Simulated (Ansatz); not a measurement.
Ansatz (a first-principles code) input (HF/3-21G): The .json file is the Basis Set Exchange's 3-21G.

Ansatz 0.2 input:
```yaml
crystal:
  periodic: [false, false, false]
  atoms:
    - {symbol: O, position_ang: [0.21448932, -0.99142909, -1.55695764]}
    - {symbol: Si, position_ang: [-0.24591761, -0.19217451, -0.21477394]}
    - {symbol: O, position_ang: [-1.82634124, -0.30175899, 0.16270703]}
    - {symbol: O, position_ang: [0.22576298, -1.55532917, 0.89169013]}
    - {symbol: Si, position_ang: [0.94053777, 1.73552387, 0.42016291]}
    - {symbol: H, position_ang: [0.17583678, -0.93674748, -2.51200518]}
    - {symbol: H, position_ang: [-2.68465123, 0.02991437, -0.10167271]}
    - {symbol: H, position_ang: [-0.39090576, -1.84723279, 1.58853130]}
    - {symbol: H, position_ang: [0.82078984, -2.25670834, 0.56752047]}
    - {symbol: H, position_ang: [2.36714140, 1.38319256, 0.28628675]}
    - {symbol: H, position_ang: [0.54886082, 1.99765501, 1.81842416]}
    - {symbol: H, position_ang: [0.52695733, 2.81117372, -0.50204662]}
basis:
  gaussian:
    orbitals: 3-21G.json
hamiltonian:
  xc: {name: HF}
total_charge: 1
phonons: {temperatures: {t_min: 298.15, t_max: 298.15, t_step: 100}}
```

Output:

```
Functional definition: HF
integrals: 0.02 GiB planned
733 factors; integrals over basis functions are off by at most 2.8e-4 eV
mean field: 0.18 GiB planned
mean field evaluation 1: about -21819.6702 eV, gradient 6.1e1 eV
mean field evaluation 2: about -21819.8957 eV, gradient 6.1e1 eV
mean field evaluation 4: about -21826.0508 eV, gradient 2.4e0 eV
mean field evaluation 8: about -21826.1008 eV, gradient 1.9e-1 eV
mean field -21826.10094743 eV, -802.0944155554 hartree, gradient 6.9e-5 eV, S^2 0.000000; 0 other end points of the search recorded, 0 dependent functions left out
the calculation of the forces begins
reference -21826.10094743 eV, -802.0944155554 hartree; 29, 29 occupied and 38, 38 virtual orbitals, 733 factors
these checks for a lower state are left out or cut short: stability, starts, cluster_reference, orbital_swaps, neighbouring_geometries, increment
integrals: 0.02 GiB planned
733 factors; integrals over basis functions are off by at most 2.8e-4 eV
mean field: 0.18 GiB planned
mean field evaluation 16: about -21826.0969 eV, gradient 1.4e0 eV
mean field -21826.10092703 eV, -802.0944148056 hartree, gradient 4.2e-6 eV, S^2 0.000000; 0 other end points of the search recorded, 0 dependent functions left out
the calculation of the forces begins
reference -21826.10092703 eV, -802.0944148056 hartree; 29, 29 occupied and 38, 38 virtual orbitals, 733 factors
these checks for a lower state are left out or cut short: stability, starts, cluster_reference, orbital_swaps, neighbouring_geometries, increment
integrals: 0.02 GiB planned
733 factors; integrals over basis functions are off by at most 2.8e-4 eV
mean field: 0.18 GiB planned
mean field -21826.10093134 eV, -802.0944149643 hartree, gradient 4.2e-6 eV, S^2 0.000000; 0 other end points of the search recorded, 0 dependent functions left out
the calculation of the forces begins
reference -21826.10093134 eV, -802.0944149643 hartree; 29, 29 occupied and 38, 38 virtual orbitals, 733 factors
these checks for a lower state are left out or cut short: stability, starts, cluster_reference, orbital_swaps, neighbouring_geometries, increment
integrals: 0.02 GiB planned
733 factors; integrals over basis functions are off by at most 2.8e-4 eV
mean field: 0.18 GiB planned
mean field evaluation 32: about -21825.7301 eV, gradient 1.5e0 eV
mean field -21826.10092241 eV, -802.0944146359 hartree, gradient 4.2e-6 eV, S^2 0.000000; 0 other end points of the search recorded, 0 dependent functions left out
the calculation of the forces begins
reference -21826.10092241 eV, -802.0944146359 hartree; 29, 29 occupied and 38, 38 virtual orbitals, 733 factors
these checks for a lower state are left out or cut short: stability, starts, cluster_reference, orbital_swaps, neighbouring_geometries, increment
integrals: 0.02 GiB planned
733 factors; integrals over basis functions are off by at most 2.8e-4 eV
mean field: 0.18 GiB planned
mean field -21826.10091790 eV, -802.0944144702 hartree, gradient 4.2e-6 eV, S^2 0.000000; 0 other end points of the search recorded, 0 dependent functions left out
the calculation of the forces begins
reference -21826.10091790 eV, -802.0944144702 hartree; 29, 29 occupied and 38, 38 virtual orbitals, 733 factors
these checks for a lower state are left out or cut short: stability, starts, cluster_reference, orbital_swaps, neighbouring_geometries, increment
integrals: 0.02 GiB planned
733 factors; integrals over basis functions are off by at most 2.8e-4 eV
mean field: 0.18 GiB planned
mean field -21826.10066901 eV, -802.0944053237 hartree, gradient 4.2e-6 eV, S^2 0.000000; 0 other end points of the search recorded, 0 dependent functions left out
the calculation of the forces begins
reference -21826.10066901 eV, -802.0944053237 hartree; 29, 29 occupied and 38, 38 virtual orbitals, 733 factors
these checks for a lower state are left out or cut short: stability, starts, cluster_reference, orbital_swaps, neighbouring_geometries, increment
integrals: 0.02 GiB planned
733 factors; integrals over basis functions are off by at most 2.8e-4 eV
mean field: 0.18 GiB planned
mean field evaluation 64: about -21826.1007 eV, gradient 1.0e-6 eV
mean field -21826.10065546 eV, -802.0944048257 hartree, gradient 4.2e-6 eV, S^2 0.000000; 0 other end points of the search recorded, 0 dependent functions left out
the calculation of the forces begins
reference -21826.10065546 eV, -802.0944048257 hartree; 29, 29 occupied and 38, 38 virtual orbitals, 733 factors
these checks for a lower state are left out or cut short: stability, starts, cluster_reference, orbital_swaps, neighbouring_geometries, increment
integrals: 0.02 GiB planned
733 factors; integrals over basis functions are off by at most 2.8e-4 eV
mean field: 0.18 GiB planned
[...]
mean field: 0.18 GiB planned
mean field -21826.10086456 eV, -802.0944125100 hartree, gradient 4.2e-6 eV, S^2 0.000000; 0 other end points of the search recorded, 0 dependent functions left out
the calculation of the forces begins
reference -21826.10086456 eV, -802.0944125100 hartree; 29, 29 occupied and 38, 38 virtual orbitals, 733 factors
these checks for a lower state are left out or cut short: stability, starts, cluster_reference, orbital_swaps, neighbouring_geometries, increment
integrals: 0.02 GiB planned
733 factors; integrals over basis functions are off by at most 2.8e-4 eV
mean field: 0.18 GiB planned
mean field evaluation 288: about -21826.1009 eV, gradient 2.9e-6 eV
mean field -21826.10086101 eV, -802.0944123797 hartree, gradient 4.2e-6 eV, S^2 0.000000; 0 other end points of the search recorded, 0 dependent functions left out
the calculation of the forces begins
reference -21826.10086101 eV, -802.0944123797 hartree; 29, 29 occupied and 38, 38 virtual orbitals, 733 factors
these checks for a lower state are left out or cut short: stability, starts, cluster_reference, orbital_swaps, neighbouring_geometries, increment
integrals: 0.02 GiB planned
733 factors; integrals over basis functions are off by at most 2.8e-4 eV
mean field: 0.18 GiB planned
mean field -21826.10088948 eV, -802.0944134258 hartree, gradient 4.2e-6 eV, S^2 0.000000; 0 other end points of the search recorded, 0 dependent functions left out
the calculation of the forces begins
reference -21826.10088948 eV, -802.0944134258 hartree; 29, 29 occupied and 38, 38 virtual orbitals, 733 factors
these checks for a lower state are left out or cut short: stability, starts, cluster_reference, orbital_swaps, neighbouring_geometries, increment
integrals: 0.02 GiB planned
733 factors; integrals over basis functions are off by at most 2.8e-4 eV
mean field: 0.18 GiB planned
mean field -21826.10088905 eV, -802.0944134100 hartree, gradient 4.2e-6 eV, S^2 0.000000; 0 other end points of the search recorded, 0 dependent functions left out
the calculation of the forces begins
reference -21826.10088905 eV, -802.0944134100 hartree; 29, 29 occupied and 38, 38 virtual orbitals, 733 factors
these checks for a lower state are left out or cut short: stability, starts, cluster_reference, orbital_swaps, neighbouring_geometries, increment
integrals: 0.02 GiB planned
733 factors; integrals over basis functions are off by at most 2.8e-4 eV
mean field: 0.18 GiB planned
mean field -21826.10093521 eV, -802.0944151065 hartree, gradient 4.2e-6 eV, S^2 0.000000; 0 other end points of the search recorded, 0 dependent functions left out
the calculation of the forces begins
reference -21826.10093521 eV, -802.0944151065 hartree; 29, 29 occupied and 38, 38 virtual orbitals, 733 factors
these checks for a lower state are left out or cut short: stability, starts, cluster_reference, orbital_swaps, neighbouring_geometries, increment
integrals: 0.02 GiB planned
733 factors; integrals over basis functions are off by at most 2.8e-4 eV
mean field: 0.18 GiB planned
mean field evaluation 320: about -21826.1009 eV, gradient 3.5e-3 eV
mean field -21826.10094031 eV, -802.0944152937 hartree, gradient 4.2e-6 eV, S^2 0.000000; 0 other end points of the search recorded, 0 dependent functions left out
the calculation of the forces begins
reference -21826.10094031 eV, -802.0944152937 hartree; 29, 29 occupied and 38, 38 virtual orbitals, 733 factors
these checks for a lower state are left out or cut short: stability, starts, cluster_reference, orbital_swaps, neighbouring_geometries, increment
integrals: 0.02 GiB planned
733 factors; integrals over basis functions are off by at most 2.8e-4 eV
mean field: 0.18 GiB planned
mean field -21826.10093951 eV, -802.0944152643 hartree, gradient 4.2e-6 eV, S^2 0.000000; 0 other end points of the search recorded, 0 dependent functions left out
the calculation of the forces begins
reference -21826.10093951 eV, -802.0944152643 hartree; 29, 29 occupied and 38, 38 virtual orbitals, 733 factors
these checks for a lower state are left out or cut short: stability, starts, cluster_reference, orbital_swaps, neighbouring_geometries, increment
integrals: 0.02 GiB planned
733 factors; integrals over basis functions are off by at most 2.8e-4 eV
mean field: 0.18 GiB planned
mean field -21826.10094200 eV, -802.0944153558 hartree, gradient 4.2e-6 eV, S^2 0.000000; 0 other end points of the search recorded, 0 dependent functions left out
the calculation of the forces begins
reference -21826.10094200 eV, -802.0944153558 hartree; 29, 29 occupied and 38, 38 virtual orbitals, 733 factors
these checks for a lower state are left out or cut short: stability, starts, cluster_reference, orbital_swaps, neighbouring_geometries, increment
integrals: 0.02 GiB planned
733 factors; integrals over basis functions are off by at most 2.8e-4 eV
mean field: 0.18 GiB planned
mean field evaluation 352: about -21826.1009 eV, gradient 4.2e-6 eV
mean field -21826.10091902 eV, -802.0944145114 hartree, gradient 4.2e-6 eV, S^2 0.000000; 0 other end points of the search recorded, 0 dependent functions left out
the calculation of the forces begins
reference -21826.10091902 eV, -802.0944145114 hartree; 29, 29 occupied and 38, 38 virtual orbitals, 733 factors
these checks for a lower state are left out or cut short: stability, starts, cluster_reference, orbital_swaps, neighbouring_geometries, increment
integrals: 0.02 GiB planned
733 factors; integrals over basis functions are off by at most 2.8e-4 eV
mean field: 0.18 GiB planned
mean field -21826.10091507 eV, -802.0944143661 hartree, gradient 4.2e-6 eV, S^2 0.000000; 0 other end points of the search recorded, 0 dependent functions left out
the calculation of the forces begins
reference -21826.10091507 eV, -802.0944143661 hartree; 29, 29 occupied and 38, 38 virtual orbitals, 733 factors
these checks for a lower state are left out or cut short: stability, starts, cluster_reference, orbital_swaps, neighbouring_geometries, increment
integrals: 0.02 GiB planned
733 factors; integrals over basis functions are off by at most 2.8e-4 eV
mean field: 0.18 GiB planned
mean field -21826.10092677 eV, -802.0944147961 hartree, gradient 4.2e-6 eV, S^2 0.000000; 0 other end points of the search recorded, 0 dependent functions left out
the calculation of the forces begins
reference -21826.10092677 eV, -802.0944147961 hartree; 29, 29 occupied and 38, 38 virtual orbitals, 733 factors
these checks for a lower state are left out or cut short: stability, starts, cluster_reference, orbital_swaps, neighbouring_geometries, increment
integrals: 0.02 GiB planned
733 factors; integrals over basis functions are off by at most 2.8e-4 eV
mean field: 0.18 GiB planned
mean field -21826.10092408 eV, -802.0944146973 hartree, gradient 4.2e-6 eV, S^2 0.000000; 0 other end points of the search recorded, 0 dependent functions left out
the calculation of the forces begins
reference -21826.10092408 eV, -802.0944146973 hartree; 29, 29 occupied and 38, 38 virtual orbitals, 733 factors
WARN: phonons: modes at or below zero, which the zero-point energy, F, S and C_V leave out: 1, the lowest at -79.59 cm⁻¹ …
Total energy: -21826.10094743 eV, -802.0944155554 hartree
Atom 0 at     0.214489    -0.991429    -1.556958 Å, force    -0.000850     0.000890     0.002450 eV/Å
Atom 1 at    -0.245918    -0.192175    -0.214774 Å, force     0.000312    -0.000254     0.000472 eV/Å
Atom 2 at    -1.826341    -0.301759     0.162707 Å, force     0.002675    -0.000301    -0.000520 eV/Å
Atom 3 at     0.225763    -1.555329     0.891690 Å, force    -0.000947    -0.001299    -0.000603 eV/Å
Atom 4 at     0.940538     1.735524     0.420163 Å, force    -0.000530     0.002050    -0.001451 eV/Å
Atom 5 at     0.175837    -0.936747    -2.512005 Å, force    -0.000115    -0.000098    -0.001140 eV/Å
Atom 6 at    -2.684651     0.029914    -0.101673 Å, force    -0.001078     0.000227    -0.000328 eV/Å
Atom 7 at    -0.390906    -1.847233     1.588531 Å, force     0.000148    -0.000020     0.000634 eV/Å
Atom 8 at     0.820790    -2.256708     0.567520 Å, force     0.000564    -0.000161     0.000283 eV/Å
Atom 9 at     2.367141     1.383193     0.286287 Å, force     0.000000    -0.001026    -0.000501 eV/Å
Atom 10 at     0.548861     1.997655     1.818424 Å, force    -0.000843    -0.000741     0.000209 eV/Å
Atom 11 at     0.526957     2.811174    -0.502047 Å, force     0.000664     0.000734     0.000494 eV/Å
Dipole moment:    -0.139940    -0.510618     0.038707 e Å
Vibrations: -79.59 77.12 111.50 127.12 163.05 229.24 280.71 320.49 335.18 453.47 549.91 572.29 593.49 596.11 673.16 744.94 861.04 926.44 975.09 979.08 1025.72 1140.45 1780.28 2332.24 2353.03 2354.58 3766.65 3865.87 4029.68 4036.60 cm⁻¹, zero-point energy 2.247495 eV
```

The blocks after the first are displaced geometries, from whose forces the wavenumbers follow.

The dipole moment of an ion depends on the origin.
